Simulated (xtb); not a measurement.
The multiplicity is imposed and other spin states were not computed.

Species: [Ag(H2O)(F)] (charge 0, multiplicity 1).

Give a relaxed geometry from xtb with GFN2-xTB.

Several could match; the one computed here: the end point of this relaxation, one of several conformers.
Cartesian coordinates (Å) in one orientation:
```xyz
5

Ag    -0.071     0.049     0.077
O      0.877     0.327    -1.967
H      1.525     1.006    -2.161
H      0.446     0.085    -2.788
F     -0.881    -0.203     1.849
```
